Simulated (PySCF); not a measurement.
SMILES FCC(F)(F)F (C₂H₂F₄) at its PBE/def2-SVP optimised geometry (Å):

```
8

F      1.2499     0.5285     1.1235
C      0.7745    -0.0984     0.0000
C     -0.7510    -0.0984     0.0000
F     -1.2499     1.1538     0.0000
F     -1.2497    -0.7449     1.0724
F     -1.1887    -0.7286    -1.1161
H      1.1226    -1.1538    -0.0313
H      1.1226     0.4292    -0.9145
```

Level of theory: PBE/def2-TZVP (PySCF). Cells within 0.4 Å of a nucleus heavier than hydrogen are left out (blank, or x).

Map of the electrostatic potential (hartree/e), clipped to [-0.08, 0.12] on the plane z = 0.0 Å:

```
|00000000000000000000011111111|
|00000000000000000000111111111|
|00000000000000000001111111111|
|00000000000000000011111111111|
|00000000000000001111111111111|
|00000001221100011111111111111|
|00000014897311111111111111111|
|00000149999942222222111111111|
|000002999x9994333333221111111|
|00000299xxx998666665432111111|
|00000399xxx999999999743211111|
|00001399999999999999974321111|
|00001389999999999999996322111|
|00012499999x99999x99997432211|
|0001259999xxx999xxx9998532211|
|0001249999xxx999xxx9998532221|
|00012489999999999999997432221|
|00011369999999999999997432222|
|00001247999999999999997432222|
|00000124799999999999997433222|
|00000012356777789999996432222|
|00000001123444568999985432222|
|00000000112233445788764332222|
|00000000011222334555543322221|
|00000000011122233344333222221|
|00000000011112222333332222211|
|00000000011111222222222222211|
|00000000011111122222222222111|
|00000000111111111222222211111|
```
Scale: ten equal steps from -0.013 (start of '0') to 0.120 (end of '9'), in the order '0123456789'; x runs from -3.50 to 3.50, y from -3.50 (bottom) to 3.50 (top).
